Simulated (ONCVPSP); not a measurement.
**Before and after: ONCV potential for Pm**

ONCVPSP 4.0.1 input, shortened (lines: element, Z, core and valence counts, functional; n l f; lmax; l rc ep ncon nbas qcut; lloc lpopt rc5 dvloc0; l nproj debl; icmod fcfact rcfact), PBE, scalar-relativistic:

```
  Pm 61.00   10    4        4      upf
    1    0    2.00
    2    0    2.00
    2    1    6.00
    3    0    2.00
    3    1    6.00
    3    2   10.00
    4    0    2.00
    4    1    6.00
    4    2   10.00
    4    3    4.00
    5    0    2.00
    5    1    6.00
    5    2    1.50
    6    0    1.50
    2
    0    2.20    0.00    4    7    7.10
    1    2.50    0.00    3    6    4.80
    2    2.20    0.00    4    8    4.40
    2    5    2.20    0.00
    0    2    1.10
    1    2    3.30
    2    0    2.20
    3    5.25    1.75
```

Change: all radii but the core radius scaled by about 1.25 (s 2.74, p 3.12, d 2.74 bohr).

Cutoffs: the cutoffs (Ha) at which the residual kinetic energy of the hardest occupied pseudo-wave falls to 1 and 0.1 mHa per electron; they do not see the model core or the augmentation charge, which bear on the density cutoff. Errors are all-electron minus pseudo energies relative to the spin-unpolarised reference configuration.

Question: Predict the effect on cutoff, ghosts and configuration errors.

Answer: The potential gets softer (15 Ha and 18 Ha → 11 Ha and 13 Ha); the errors of the 4 common tests hardly move; neither file shows a bound ghost. A larger radius leaves more room for a smooth pseudo-wave, so fewer plane waves are needed.

| quantity | base | changed |
| --- | --- | --- |
| cutoff, loose | 15 Ha | 11 Ha |
| cutoff, tight | 18 Ha | 13 Ha |
| loose cutoff by channel | s 15 Ha, p 6.3 Ha, d 7.1 Ha | s 11 Ha, p 6.5 Ha, d 6.8 Ha |
| bound ghosts | none | none |
| GHOST(+) flags under 300 eV | none | none |
| error for 5s2 5p6 5d1 6s2, meV [ΔE -0.60 eV] | -3.8 | -4.1 |
| error for 5s2 5p6 5d1 6s1, meV [ΔE 5.76 eV] | -9.9 | -10 |
| error for 5s2 5p6 5d1 6s0, meV [ΔE 17.36 eV] | -50 | -53 |
| error for 5s2 5p5 5d1 6s2, meV [ΔE 29.59 eV] | -263 | -260 |
| rms error of d²Exc/dni dnj with the model core, mHa | 3.82 | 3.97 |
